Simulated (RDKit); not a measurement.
RDKit input (MMFF94):

```python
from rdkit import Chem
from rdkit.Chem import AllChem, rdDetermineBonds

mol = Chem.MolFromXYZFile('mol.xyz')
rdDetermineBonds.DetermineBonds(mol, charge=0)
print('SMILES', Chem.MolToSmiles(Chem.RemoveHs(mol)))
ff = AllChem.MMFFGetMoleculeForceField(mol, AllChem.MMFFGetMoleculeProperties(mol))
e0 = ff.CalcEnergy()
flag = ff.Minimize(maxIts=5000, forceTol=1e-5)
print(f'energy {e0:.4f} -> {ff.CalcEnergy():.4f} kcal/mol, converged: {flag == 0}')
print(Chem.MolToXYZBlock(mol))
```
mol.xyz:
```
19

C      2.32027000     1.44131900     0.18638500
Si     1.79047200    -0.19802200    -0.54540300
N      0.37623100    -0.85812900     0.20356200
Si    -1.29614800    -0.48941500    -0.07633400
C     -2.25841000    -0.72160600     1.51249500
C     -1.42403800     1.26701800    -0.71015400
H      1.54003300     2.19447100     0.06048800
H      2.52624900     1.34394200     1.25432800
H      3.22530200     1.80968100    -0.30334300
H      2.88407900    -1.18852300    -0.37961300
H      1.54084300     0.00333800    -1.99593400
H      0.55072700    -1.64389800     0.81453800
H     -1.88666600    -1.39387300    -1.10241900
H     -3.32280600    -0.53343400     1.35319500
H     -2.15938200    -1.74234000     1.88996300
H     -1.90362000    -0.03949700     2.28818300
H     -1.08447600     1.98392500     0.04027400
H     -2.46130400     1.50344900    -0.95786800
H     -0.83006000     1.41338500    -1.61475300
```

Output:

```
SMILES C[SiH2]N[SiH](C)C
energy -40.0842 -> -51.3533 kcal/mol, converged: True
19

C      2.346625    1.405016   -0.315594
Si     1.727948   -0.329192   -0.334858
N      0.436707   -0.592411    0.731298
Si    -1.093424   -0.264498    0.066289
C     -2.394035   -0.922327    1.228472
C     -1.391239    1.537424   -0.249950
H      1.614471    2.108355   -0.721902
H      2.589485    1.730160    0.700973
H      3.256655    1.500945   -0.916270
H      2.796595   -1.229890    0.147856
H      1.377085   -0.781300   -1.700258
H      0.466230   -1.566651    1.019193
H     -1.214606   -1.029114   -1.195066
H     -3.395545   -0.774542    0.813158
H     -2.257608   -1.993815    1.403971
H     -2.351134   -0.412101    2.195606
H     -1.174607    2.138418    0.638676
H     -2.436798    1.713667   -0.522115
H     -0.775511    1.913647   -1.071888
```

The geometry given is a B3LYP-D3(BJ)/def2-TZVP minimum.
